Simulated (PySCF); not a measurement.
Species: C₄H₈FNSi₂.
SMILES with atom numbers: `[CH2:1]=[N:2][Si@H:3]1[SiH2:4][C:5]([F:6])=[C:7]1[CH3:8]`

Geometry (GFN2-xTB, Å), atoms numbered from 1 in this order:
```xyz
16
C4H8FNSi2 angstrom
C      2.8647   -1.0585   -0.6025
N      1.6943   -0.6159   -0.6494
Si     0.8114    0.5247    0.2739
Si    -0.3930    1.9549   -1.1219
C     -1.6424    0.7381   -0.3739
F     -2.9873    0.6781   -0.5720
C     -0.9774   -0.1076    0.4237
C     -1.5431   -1.2255    1.2235
H      3.2011   -1.7496   -1.3700
H      3.5980   -0.8024    0.1660
H      1.3676    0.9300    1.5775
H     -0.3471    1.9446   -2.5849
H     -0.6242    3.3391   -0.6958
H     -1.3303   -1.0732    2.2821
H     -2.6212   -1.3027    1.0875
H     -1.0786   -2.1654    0.9250
```

NICS is the negative of the GIAO shielding at a point without a nucleus: at the ring centre (0) and 1 Å above and below it (1); zz is the component along the ring normal. Level: GIAO PBE0/pcSseg-1 (PySCF, non-relativistic, gas phase) on the GFN2-xTB geometry, one conformer.

Ring bond lengths (Å), with Mayer bond orders in brackets: Si3–Si4 2.333 (0.91), Si4–C5 1.898 (0.91), C5–C7 1.339 (1.76), C7–Si3 1.903 (0.85).

What do the NICS probes read (ppm)?

```
         ring                                                        type  NICS(0)  NICS(1), two faces  NICS(1)zz, two faces  rms pucker (Å)  centre to ring atoms, mean (Å)
Si3–Si4–C5–C7  4-membered ring with 2 Si; formal bonds 1 double, 3 single     -5.1         -2.6 / -4.6             1.8 / 0.2            0.00                            1.31
```

What do they say, and how far can they be read as aromaticity?

- Si3–Si4–C5–C7: mean NICS(1)zz 1.0 ppm, near zero. Si3, Si4 have four or more neighbours, so the value isn't read as a sign of a π ring current.

At the first NICS(1) probe listed for ring Si3–Si4–C5–C7, 1 Å off the ring, what do the in-plane components average?

The isotropic value is a third of the trace: (3 × -2.6 − (1.8))/2 = -4.8 ppm.
